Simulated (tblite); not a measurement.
Compound: C5H14B3NS.
SMILES with atom numbers: `[BH2:1][S:2][BH:3][CH2:4][BH:5][N:6]1[CH2:7][CH2:8][CH2:9][CH2:10]1` (hydrogens: H11, H12 on B1; H13 on B3; H14, H15 on C4; H16 on B5; H17, H18 on C7; H19, H20 on C8; H21, H22 on C9; H23, H24 on C10)

Computed with GFN2-xTB (tblite), gas phase: L-BFGS steps from a force-field or distance-geometry start until the largest atomic force falls under 0.01 eV/Å.

Step 69: E = -756.3287 eV
```
atom  x, y, z in Å  |  force x, y, z in eV/Å
B1      3.8187    1.3925    0.6320    0.024  -0.028  -0.061
S2      2.7217    1.1652   -0.7268   -0.007   0.031   0.009
B3      2.3773   -0.6187   -0.8048   -0.041   0.008  -0.019
C4      1.1684   -1.1492   -1.6255   -0.079  -0.035   0.025
B5     -0.0655   -1.6072   -0.6812    0.017  -0.021  -0.087
N6     -0.7955   -0.7017    0.0542    0.007  -0.015  -0.012
C7     -0.5193    0.7104    0.2220    0.024   0.028  -0.018
C8     -1.8827    1.4062    0.3698   -0.014   0.000   0.013
C9     -2.8935    0.2576    0.4774    0.001  -0.066   0.020
C10    -2.0174   -0.9587    0.7917    0.042  -0.011  -0.001
H11     4.2178    0.4792    1.2378   -0.002  -0.058   0.033
H12     4.1180    2.4872    0.9033   -0.002   0.023  -0.008
H13     3.0845   -1.3316   -0.2043    0.014  -0.028   0.022
H14     1.4528   -2.0227   -2.2147    0.003   0.012   0.059
H15     0.7744   -0.4049   -2.3222    0.062   0.020   0.055
H16    -0.4058   -2.7302   -0.6567    0.007  -0.007  -0.011
H17     0.0842    0.8556    1.1262    0.013   0.033   0.037
H18     0.0513    1.0862   -0.6220    0.003   0.061  -0.066
H19    -2.0895    2.0410   -0.4887   -0.042   0.018  -0.005
H20    -1.9001    2.0279    1.2624   -0.008   0.036   0.021
H21    -3.6422    0.4332    1.2467   -0.020  -0.011  -0.001
H22    -3.4022    0.1039   -0.4736   -0.005   0.001  -0.013
H23    -2.4673   -1.9026    0.4872    0.014   0.012   0.012
H24    -1.7997   -0.9991    1.8677   -0.013  -0.003  -0.003
```

Step 70: E = -756.3301 eV
```
atom  x, y, z in Å  |  force x, y, z in eV/Å
B1      3.8227    1.3919    0.6327    0.024  -0.027  -0.059
S2      2.7205    1.1643   -0.7225   -0.006   0.030   0.009
B3      2.3699   -0.6178   -0.7979   -0.015  -0.034   0.001
C4      1.1655   -1.1465   -1.6278   -0.039   0.006   0.037
B5     -0.0673   -1.6083   -0.6897   -0.042  -0.019  -0.027
N6     -0.7968   -0.7048    0.0497    0.039   0.030   0.022
C7     -0.5191    0.7079    0.2182    0.028   0.045  -0.020
C8     -1.8817    1.4046    0.3690   -0.031  -0.002   0.005
C9     -2.8916    0.2548    0.4777   -0.012  -0.041   0.007
C10    -2.0143   -0.9594    0.7955    0.040   0.001  -0.015
H11     4.2273    0.4765    1.2332   -0.008  -0.029   0.027
H12     4.1176    2.4892    0.9024    0.003  -0.006  -0.004
H13     3.0664   -1.3340   -0.1857   -0.002   0.002  -0.001
H14     1.4534   -2.0158   -2.2197    0.013  -0.011   0.038
H15     0.7775   -0.3967   -2.3209    0.047   0.021   0.031
H16    -0.4078   -2.7309   -0.6631    0.011  -0.016  -0.021
H17     0.0855    0.8558    1.1217    0.010   0.008   0.029
H18     0.0504    1.0862   -0.6259   -0.008   0.044  -0.060
H19    -2.0908    2.0390   -0.4896   -0.039   0.014   0.001
H20    -1.8991    2.0275    1.2614    0.000   0.020   0.011
H21    -3.6424    0.4323    1.2442   -0.022  -0.016   0.006
H22    -3.3978    0.0994   -0.4746   -0.005  -0.003  -0.010
H23    -2.4651   -1.9047    0.4982    0.011  -0.001   0.011
H24    -1.7946   -0.9908    1.8716    0.004  -0.015  -0.019
```

Problem. Estimate the geometry and energy of step 71. (The exact step hangs on the optimiser's Hessian estimate; all steps are aligned on step 70, rigid shifts and turns removed.)

Solution. E = -756.3310 eV, largest force 0.085 eV/Å
```
atom  x, y, z in Å  |  force x, y, z in eV/Å
B1      3.8233    1.3911    0.6316    0.028  -0.020  -0.047
S2      2.7177    1.1644   -0.7205   -0.009   0.019  -0.001
B3      2.3680   -0.6183   -0.7957   -0.020  -0.010  -0.001
C4      1.1646   -1.1470   -1.6267   -0.007   0.031   0.018
B5     -0.0681   -1.6084   -0.6928   -0.080   0.004   0.027
N6     -0.7959   -0.7054    0.0504    0.065   0.045   0.015
C7     -0.5182    0.7082    0.2178    0.017   0.047  -0.013
C8     -1.8818    1.4042    0.3695   -0.030  -0.001  -0.001
C9     -2.8907    0.2528    0.4786   -0.014  -0.004  -0.006
C10    -2.0128   -0.9604    0.7967    0.020   0.019  -0.028
H11     4.2267    0.4738    1.2309   -0.005  -0.015   0.025
H12     4.1195    2.4890    0.9003    0.002  -0.026  -0.004
H13     3.0636   -1.3331   -0.1838    0.021  -0.019   0.018
H14     1.4537   -2.0149   -2.2190    0.016  -0.020   0.026
H15     0.7830   -0.3932   -2.3185    0.025   0.016   0.017
H16    -0.4096   -2.7303   -0.6650    0.009  -0.028  -0.027
H17     0.0873    0.8590    1.1211   -0.001  -0.006   0.005
H18     0.0491    1.0876   -0.6282   -0.016   0.031  -0.041
H19    -2.0918    2.0375   -0.4901   -0.036   0.008   0.011
H20    -1.9000    2.0295    1.2611    0.003   0.001   0.000
H21    -3.6432    0.4316    1.2434   -0.016  -0.024   0.007
H22    -3.3955    0.0982   -0.4748   -0.004  -0.008  -0.004
H23    -2.4644   -1.9044    0.4991    0.008  -0.025   0.004
H24    -1.7962   -0.9918    1.8726    0.026  -0.015  -0.002
```

The energy changes by -0.0010 eV. The first-order estimate −F·Δx gives -0.0014 eV and the mean of the old and new forces, exact on a quadratic surface, -0.0010 eV. The step makes an angle of 61° with the force vector and moves no atom by more than 0.007 Å.

What follows is the cost of the whole relaxation. The run took 3.4 s wall on an Arm Neoverse N1 with one thread, shared host with 64 logical CPUs at a one-minute load of 69.
